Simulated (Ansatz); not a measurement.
Stepwise reaction of `C[S][Al]([Cl])[Cl]` with hydrogen fluoride, as a gas-phase model of exchange steps in deposition or etching. ΔE in kJ/mol; ΔG adds harmonic PBE0-D4 terms to CCSD(T)/CBS, at 1 bar.

Computed with Ansatz on PBE0-D4/def2-TZVP structures; ΔE is electronic, products minus reactants. CCSD(T)/CBS is the MP2 limit (def2-TZVPP, def2-QZVPP) plus CCSD(T) − MP2 in def2-TZVPP, frozen cores. This one scheme is used for every species. DFT in def2-TZVPP. B3LYP here is the variant with VWN-RPA as its local correlation; programs differ in this. One conformer a species, not always the lowest.

```
step                                                reaction  PBE-D4  B3LYP-D4  ωB97M-V  CCSD(T)/CBS  ΔG(400 K)
   1  `C[S][Al]([Cl])[Cl]` + H–F → `C[S][Al]([F])[Cl]` + HCl   -16.0     -22.2    -20.1        -17.2      -19.0
```

(1) Give the row of step 2, `C[S][Al]([F])[Cl]` + H–F → `C[S][Al]([F])[F]` + HCl. (An estimate is asked.)

(2) By hand: ΔE of the 2 steps together at CCSD(T)/CBS.

Answers

(1) The calculation gave: 
```csv
step,reaction,PBE-D4,B3LYP-D4,ωB97M-V,CCSD(T)/CBS,ΔG(400 K)
2,`C[S][Al]([F])[Cl]` + H–F → `C[S][Al]([F])[F]` + HCl,-16.6,-22.6,-20.1,-18.3,-24.6
```

(2) (-17.2) + (-18.3) = -35.5 kJ/mol, or -17.8 kJ/mol a step.

In ΔE the steps differ by no more than 1.1 kJ/mol. All are downhill at CCSD(T)/CBS. ΔG lies between -24.6 and -19.0 kJ/mol a step. PBE-D4 differs from CCSD(T)/CBS by 1.2 to 1.7 kJ/mol a step. Isolated molecules leave out the surface, adducts and barriers. Largest T1 diagnostic: 0.012.
